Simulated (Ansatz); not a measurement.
The first iterations of a band of BF₂H₂In (6 atoms, charge 0, multiplicity 1).

Theory: Ansatz, RKS r2SCAN-D4/def2-SVP.

```
movable images  : 9
climbing image  : yes
spring          : 5.0 eV/Å²
optimiser       : quadratic models (default)
start path      : through a guess of the saddle point
force threshold : 0.05 eV/Å
iteration limit : 51
end points      : relaxed
```

First end point:

```xyz
6
Properties=species:S:1:pos:R:3
F -1.637 1.321 -0.712
B -0.360 0.988 -0.701
In 0.360 -0.641 0.732
F 0.369 -2.385 -0.212
H 0.367 1.567 -1.483
H 0.942 -0.913 2.330
```

Last end point:

```xyz
6
Properties=species:S:1:pos:R:3
F 0.390 1.815 -1.230
B -0.454 0.964 -0.677
In 0.342 -0.645 0.736
F 0.643 -2.319 -0.283
H -1.626 1.081 -0.973
H 0.746 -0.960 2.381
```

| iteration | highest image above the first end (eV) | largest band force component (eV/Å) |
| --- | --- | --- |
| 1 | 14.120 | 57.150 |
| 2 | 4.560 | 7.693 |
| 3 | 2.579 | 4.076 |
| 4 | 1.395 | 2.076 |
| 5 | 0.672 | 0.868 |

Task: Does the band converge within its limit, and where does its top end?

Result: It converged. It ended after 15 iterations with the highest image 0.039 eV above the first end. A vibrational analysis at the climbing image gives one clearly imaginary mode, 40i cm⁻¹: a first-order saddle point.

Time of the run: 7.7 min on 1 CPU thread of a shared host.
